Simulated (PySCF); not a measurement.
## Computed structure and properties of [Hg(NH3)3]2+

System: [Hg(NH3)3]2+ (singlet); start: template (C3h). Method: PySCF 2.14.0, RKS PBE0, Hg def2-SVP with ECP60, N def2-SVP, H def2-SVP; non-relativistic Hamiltonian with scalar-relativistic core potentials where named; density fitting; no spin-orbit coupling.

Input of the relaxation:

```python
mol = gto.M(atom='''
Hg     0.00000    -0.00000     0.00000
N      2.12002    -0.00000     0.00000
H      2.51795    -0.46958     0.81330
H      2.51795    -0.46958    -0.81330
H      2.51795     0.93919     0.00000
N     -1.06001     1.83599     0.00000
H     -0.85231     2.41540     0.81330
H     -0.85231     2.41540    -0.81330
H     -2.07234     1.71102     0.00000
N     -1.06001    -1.83599     0.00000
H     -1.66564    -1.94582     0.81330
H     -1.66564    -1.94582    -0.81330
H     -0.44562    -2.65021     0.00000''',
    basis={'Hg': 'def2-SVP', 'N': 'def2-SVP', 'H': 'def2-SVP'},
    ecp={'Hg': 'def2-SVP'},
    charge=2, spin=0)
mf = dft.RKS(mol, xc='PBE0')
mf.grids.atom_grid = (50, 194)
mf = mf.density_fit()  # fitting sets: Hg def2-universal-JKFIT, N def2-universal-JKFIT, H def2-universal-JKFIT
mf.conv_tol = 1e-08; mf.max_cycle = 55
mf.kernel(dm0)  # dm0: converged density of the start geometry
# quasi-Newton relaxation in Cartesian coordinates to a largest gradient under 0.00045 Eh/bohr, steps kept in the point group
```

Run from Python with OMP_NUM_THREADS=2; the lines above give its settings. Where DIIS fails, smearing, a level shift and second-order steps follow.
It took 21 s on 2 threads of Arm Neoverse V2 (shared host), from the converged density of the start.

Course of the relaxation:

```csv
step,energy above end (eV),largest force component within the symmetry (eV/Å)
0,0.2922,1.039
1,0.0789,0.432
2,0.0090,0.061
3,0.0003,0.016
4,0.0000,0.009
5,0.0000,0.003
```

Relaxed geometry (C3h):

```xyz
13

Hg    0.0000    0.0000    0.0000
N     2.2506    0.0023    0.0000
H     2.6427   -0.4736    0.8215
H     2.6427   -0.4736   -0.8215
H     2.6498    0.9480    0.0000
N    -1.1273    1.9479    0.0000
H    -0.9112    2.5254    0.8215
H    -0.9112    2.5254   -0.8215
H    -2.1458    1.8208    0.0000
N    -1.1233   -1.9503    0.0000
H    -1.7315   -2.0518    0.8215
H    -1.7315   -2.0518   -0.8215
H    -0.5039   -2.7687    0.0000
```

```tsv
contact	Å
Hg1–N2 (NH3)	2.251
Hg1–N6 (NH3)	2.251
Hg1–N10 (NH3)	2.251
```

On the finer grid (75, 302):

```yaml
HOMO: -18.71 eV
LUMO: -11.35 eV
Dipole_about_the_centre_of_mass: 0.00 D
Set_of_Mulliken_populations_of_Hg1_outside_the_core_potential: s 2.79, p 6.39, d 9.97, f 0.01
D3_BJ_dispersion_energy_not_in_the_energies: -0.202 eV
```

```csv
atom,Mulliken (e),Löwdin (e),spin (e)
Hg1,0.85,0.61,0.00
N2,-0.30,0.05,0.00
H3,0.23,0.14,0.00
H4,0.23,0.14,0.00
H5,0.23,0.14,0.00
N6,-0.30,0.05,0.00
H7,0.23,0.14,0.00
H8,0.23,0.14,0.00
H9,0.23,0.14,0.00
N10,-0.30,0.05,0.00
H11,0.23,0.14,0.00
H12,0.23,0.14,0.00
H13,0.23,0.14,0.00
```

On the grid (50, 194), as all that follows. Harmonic modes: 3 unstable but soft, so probably a saddle point, though modes this soft are near the noise (counted below −25 cm⁻¹); lowest -42 cm⁻¹ (negative: unstable), highest 3557 cm⁻¹, zero-point energy 3.158 eV.

Taking off one NH3 (charge 0, singlet; the rest: singlet) in vacuum, both parts rigid, costs 3.05 eV; the small basis without counterpoise inflates it. Parting with an electron moved from the ligand to the metal can be far cheaper, even downhill.

Rigid scan of NH3 along the line from its metal:

distance to N2 (Å), energy (eV) and a bar:
```
     1.95      0.586 ##############################
     2.05      0.220 ###########
     2.15      0.047 ##
     2.25      0.000 
     2.35      0.035 ##
     2.45      0.121 ######
     2.65      0.372 ###################
```

One start shape was tried, so this needn't be the lowest isomer.
